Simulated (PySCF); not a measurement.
C2H3O4S (charge -1).
Numbering: `[O:1]=[C:2]([OH:3])[CH2:4][S@@:5](=[O:6])[O-:7]` (hydrogens: H8 on O3; H9, H10 on C4)

Structure optimised with GFN2-xTB, isolated species.

Q: Give the optimised bond lengths and angles.

A: 
```
  bond  length (Å)   order
 O1=C2       1.225  double
 C2–O3       1.374  single
 C2–C4       1.426  single
 C4–S5       2.079  single
 S5=O6       1.478  double
 S5–O7       1.472  single
 O3–H8       0.967  single
 C4–H9       1.081  single
C4–H10       1.082  single
```

Orders are formal, as drawn. A selection of angles:
```
    angle  degrees
 O1–C2–O3    118.9
 O1–C2–C4    127.5
 O3–C2–C4    113.5
 C2–O3–H8    107.7
 C2–C4–S5    108.6
 C2–C4–H9    115.0
C2–C4–H10    114.9
 S5–C4–H9    102.1
S5–C4–H10     99.1
H9–C4–H10    114.6
 C4–S5–O6     98.7
 C4–S5–O7    103.4
 O6–S5–O7    112.6
```

Dihedral angles: O1–C2–C4–S5 -82° (synclinal); C2–C4–S5–O6 -179° (antiperiplanar); H8–O3–C2–O1 8° (synperiplanar).

The C–O distances run from 1.225 Å (O1=C2, drawn double) to 1.374 Å (C2–O3, drawn single), a spread of 0.149 Å. C2 (carboxylic acid carbon) is planar (angles 127.5°, 118.9° and 113.5°, sum 359.9°, 0.02 Å off the plane of its three neighbours). S5 (sulfur bonded to C and 2 O) is pyramidal (angles 112.6°, 103.4° and 98.7°, sum 314.7°, 0.64 Å off the plane of its three neighbours).

Point group: C1 (no symmetry element, even within 0.4 Å). GFN2-xTB frequencies: not computed here. Torsions: O1–C2–O3–H 8°, O1–C2–C4–S5 -82°, C2–C4–S5–O6 -179°.

One conformer stands for the species.
